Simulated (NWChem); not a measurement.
System: CHCl, singlet; SMILES Cl[CH]

Low-valent species are run as closed-shell singlets; no triplet was tried in these runs. B3LYP is NWChem's, with the RPA form of VWN correlation.

**Question.** Give the equilibrium geometry at B3LYP/6-31G* (spherical d) (NWChem) as a list of bonds and angles, with the point group.

**Answer.** point group Cs; any orientation.
Bonds (Å): C1–Cl2 1.727, C1–H3 1.117. Angles (°): Cl2–C1–H3 101.5.
